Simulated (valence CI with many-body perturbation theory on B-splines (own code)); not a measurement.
**Which ion has this spectrum?**

A relativistic CI+MBPT calculation for an atom or ion with 7 electrons gives these levels (eV):

```tsv
J	Parity	E	g
3/2	odd	0.00	1.52
3/2	odd	54.14	1.34
5/2	odd	67.44	1.19
1/2	odd	84.79	0.65
3/2	odd	138.00	1.25
5/2	even	183.87	1.54
3/2	even	218.38	1.48
1/2	even	219.31	2.40
3/2	even	259.89	1.19
5/2	even	276.03	1.24
1/2	even	296.05	1.54
3/2	even	307.04	1.18
1/2	even	366.37	1.37
3/2	odd	451.85	1.33
```

The energies are calculated, and their last digits are not significant.

(1) Which is it?
A. Kr29+
B. Sr31+
C. Rb30+
D. Y32+

Answers

(1) C. Rb30+, ground level (2s^2 2p1/2^2 2p3/2) J=3/2.
